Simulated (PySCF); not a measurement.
C₆H₅NO.
Numbering: `[O:1]=[CH:2][c:3]1[cH:4][cH:5][n:6][cH:7][cH:8]1` (hydrogens: H9 on C2; H10 on C4; H11 on C5; H12 on C7; H13 on C8)

Structure optimised with GFN2-xTB, isolated species.

**Question.** List the bond lengths, angles and torsions at this level.

**Answer.** 
| bond | length (bohr) | order |
| --- | --- | --- |
| O1=C2 | 2.271 | double |
| C2–C3 | 2.786 | single |
| C3–C4, C3–C8 | 2.635 | aromatic |
| C4–C5, C7–C8 | 2.619 | aromatic |
| C5–N6, N6–C7 | 2.498 | aromatic |
| C2–H9 | 2.095 | single |
| C4–H10, C8–H13 | 2.039 | single |
| C5–H11, C7–H12 | 2.045 | single |

Bonds in one row agree within 0.02 bohr and their mean is given. Orders are formal, as drawn. A selection of angles:
| angle | degrees |
| --- | --- |
| O1–C2–C3 | 125.0 |
| C2–C3–C4 | 121.1 |
| C2–C3–C8 | 120.5 |
| C4–C3–C8 | 118.5 |
| C3–C4–C5 | 118.2 |
| C4–C5–N6 | 123.3 |
| C5–N6–C7 | 118.6 |

Dihedral angles: O1–C2–C3–C4 180° (antiperiplanar).

The 8 heavy atoms lie in one plane (0.001 Å rms). The 6-membered ring C3–C4–C5–N6–C7–C8 has internal angles of 118.2° to 123.3°; it is planar, 0.00 Å rms from its mean plane, widest ring torsion 0°. N6 (pyridine-type nitrogen) is bent (angle 118.6°). The C–C distances run from 1.385 Å (C7–C8, aromatic) to 1.475 Å (C2–C3, drawn single), a spread of 0.090 Å. Of the pairs four or more bonds apart, O1···H13 is among the closest relative to their van der Waals radii: 2.60 Å, 96 % of the sum of Bondi's values.

Point group: Cs (every atom within 0.08 Å of its image). Whether it is a minimum is left open (no frequencies). One conformer, not necessarily the lowest.

The numbers are calculated, not measured.
